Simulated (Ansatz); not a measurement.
One change: `[Cl][In]([Cl])[SeH]` becomes `[Cl][InH][Cl]`.

Ansatz, PBE0-D4/def2-TZVP geometries, multiplicity 1. Each molecule was computed in one conformer, which needn't be the lowest.

Elements past krypton have def2 core potentials. Scalar relativity is left out up to krypton.

```json
{"property": "HOMO–LUMO gap (ωB97M-V/def2-TZVPP) / eV", "`[Cl][In]([Cl])[SeH]`": "9.45"}
{"property": "HOMO–LUMO gap (PBE0/def2-TZVPP) / eV", "`[Cl][In]([Cl])[SeH]`": "5.41"}
{"property": "HOMO energy (ωB97M-V/def2-TZVPP) / eV", "`[Cl][In]([Cl])[SeH]`": "-10.06"}
{"property": "LUMO energy (B3LYP/def2-TZVPP) / eV", "`[Cl][In]([Cl])[SeH]`": "-2.80"}
{"property": "ideal-gas entropy at 298 K and 1 bar (rigid rotor, harmonic PBE0-D4/def2-TZVP) / J/(mol·K)", "`[Cl][In]([Cl])[SeH]`": "379"}
{"property": "HOMO energy (PBE/def2-TZVPP) / eV", "`[Cl][In]([Cl])[SeH]`": "-6.77"}
```

Question: What does the change do to each property? (Estimate.)

Answer: Computed: 
```tsv
property	`[Cl][InH][Cl]`	shift
HOMO–LUMO gap (ωB97M-V/def2-TZVPP) / eV	10.76	1.31
HOMO–LUMO gap (PBE0/def2-TZVPP) / eV	6.97	1.56
HOMO energy (ωB97M-V/def2-TZVPP) / eV	-11.14	-1.08
LUMO energy (B3LYP/def2-TZVPP) / eV	-2.23	0.57
ideal-gas entropy at 298 K and 1 bar (rigid rotor, harmonic PBE0-D4/def2-TZVP) / J/(mol·K)	313	-66
HOMO energy (PBE/def2-TZVPP) / eV	-7.54	-0.77
```

With PBE0 the HOMO falls by 1.00 eV and the LUMO rises by 0.56 eV, so the gap widens by about 1.56 eV. PBE moves the HOMO by -0.77 eV and ωB97M-V by -1.08 eV. The zero-point energy changes by -5.5 kJ/mol with -3 modes.

B3LYP here is the variant with VWN-RPA as its local correlation; programs differ in this.

Spin–orbit coupling is left out; it splits and shifts lone-pair levels of the heavy atoms by tenths of an eV.
